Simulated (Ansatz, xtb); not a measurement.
Breaking the C2–H3 bond in CH4MgO (SMILES [CH3][Mg][OH]) (multiplicity 1 held, fragments rigid). Energies count from the point at 1.093 Å.
Geometry at that point (charge 0, multiplicity 1):
```xyz
7

Mg     0.01244    -0.08171     0.05864
C     -0.24275     1.59447    -1.14430
H     -1.02670     2.24897    -0.75495
H     -0.52404     1.31512    -2.16281
H      0.67567     2.18361    -1.20717
O      0.22953    -1.50763     1.08197
H      0.34606    -2.27299     1.63125
```

Restricted levels (R-, RO-) in cc, def2 and unpolarised 6-31G sets keep to the state of the molecule at rest. Active spaces are followed from a long bond inwards. Curves can end on different states.

Correlated levels freeze the cores.

Codes used: Ansatz (Gaussian orbitals); xtb for the GFN methods.  The GFN methods have no spin term and hold the electronic entropy of 300 K.

Energies in kcal/mol.

```json
[
 {"R (Å)": "0.874", "GFN2-xTB": "26.7", "R-HF/def2-SVP": "31.2", "R-CCSD/def2-SVP": "32.7", "R-CCSD(T)/def2-SVP": "32.9", "CASSCF(2,2)/def2-SVP": "34.1", "FIC-MRCISD+Q on CASSCF(2,2)/def2-SVP": "32.8"},
 {"R (Å)": "0.984", "GFN2-xTB": "4.7", "R-HF/def2-SVP": "6.3", "R-CCSD/def2-SVP": "7.0", "R-CCSD(T)/def2-SVP": "7.1", "CASSCF(2,2)/def2-SVP": "7.9", "FIC-MRCISD+Q on CASSCF(2,2)/def2-SVP": "7.1"},
 {"R (Å)": "1.093", "GFN2-xTB": "0.0", "R-HF/def2-SVP": "0.0", "R-CCSD/def2-SVP": "0.0", "R-CCSD(T)/def2-SVP": "0.0", "CASSCF(2,2)/def2-SVP": "0.0", "FIC-MRCISD+Q on CASSCF(2,2)/def2-SVP": "0.0"},
 {"R (Å)": "1.202", "GFN2-xTB": "3.9", "R-HF/def2-SVP": "3.8", "R-CCSD/def2-SVP": "3.1", "R-CCSD(T)/def2-SVP": "2.9", "CASSCF(2,2)/def2-SVP": "2.1", "FIC-MRCISD+Q on CASSCF(2,2)/def2-SVP": "3.0"},
 {"R (Å)": "1.312", "GFN2-xTB": "12.0", "R-HF/def2-SVP": "12.9", "R-CCSD/def2-SVP": "11.3", "R-CCSD(T)/def2-SVP": "11.1", "CASSCF(2,2)/def2-SVP": "9.2", "FIC-MRCISD+Q on CASSCF(2,2)/def2-SVP": "11.1"},
 {"R (Å)": "1.475", "GFN2-xTB": "26.9", "R-HF/def2-SVP": "…", "R-CCSD/def2-SVP": "27.8", "R-CCSD(T)/def2-SVP": "27.2", "CASSCF(2,2)/def2-SVP": "23.8", "FIC-MRCISD+Q on CASSCF(2,2)/def2-SVP": "27.3"},
 {"R (Å)": "1.639", "GFN2-xTB": "42.6", "R-HF/def2-SVP": "49.9", "R-CCSD/def2-SVP": "45.0", "R-CCSD(T)/def2-SVP": "44.1", "CASSCF(2,2)/def2-SVP": "39.0", "FIC-MRCISD+Q on CASSCF(2,2)/def2-SVP": "44.0"},
 {"R (Å)": "1.913", "GFN2-xTB": "66.6", "R-HF/def2-SVP": "79.5", "R-CCSD/def2-SVP": "70.3", "R-CCSD(T)/def2-SVP": "68.3", "CASSCF(2,2)/def2-SVP": "60.8", "FIC-MRCISD+Q on CASSCF(2,2)/def2-SVP": "68.1"},
 {"R (Å)": "2.186", "GFN2-xTB": "86.1", "R-HF/def2-SVP": "…", "R-CCSD/def2-SVP": "89.2", "R-CCSD(T)/def2-SVP": "85.5", "CASSCF(2,2)/def2-SVP": "76.5", "FIC-MRCISD+Q on CASSCF(2,2)/def2-SVP": "85.3"},
 {"R (Å)": "2.514", "GFN2-xTB": "103.7", "R-HF/def2-SVP": "128.6", "R-CCSD/def2-SVP": "104.2", "R-CCSD(T)/def2-SVP": "96.9", "CASSCF(2,2)/def2-SVP": "87.9", "FIC-MRCISD+Q on CASSCF(2,2)/def2-SVP": "97.8"},
 {"R (Å)": "2.951", "GFN2-xTB": "118.5", "R-HF/def2-SVP": "153.2", "R-CCSD/def2-SVP": "114.7", "R-CCSD(T)/def2-SVP": "99.9", "CASSCF(2,2)/def2-SVP": "94.7", "FIC-MRCISD+Q on CASSCF(2,2)/def2-SVP": "105.3"},
 {"R (Å)": "3.497", "GFN2-xTB": "127.6", "R-HF/def2-SVP": "175.3", "R-CCSD/def2-SVP": "119.7", "R-CCSD(T)/def2-SVP": "93.3", "CASSCF(2,2)/def2-SVP": "97.1", "FIC-MRCISD+Q on CASSCF(2,2)/def2-SVP": "108.0"}
]
```

Q: Fill in the missing entries.

A: 
- 2.186, R-HF/def2-SVP: 104.4
- 1.475, R-HF/def2-SVP: 30.8

Doubts at one or more of the structures used: a restricted determinant that unrestricted orbitals would lower (R-HF/def2-SVP, R-CCSD/def2-SVP, R-CCSD(T)/def2-SVP); other coupled-cluster roots lie near (R-CCSD/def2-SVP, R-CCSD(T)/def2-SVP); T1 above 0.05 (R-CCSD/def2-SVP, R-CCSD(T)/def2-SVP).

Ansatz is an electronic-structure program.
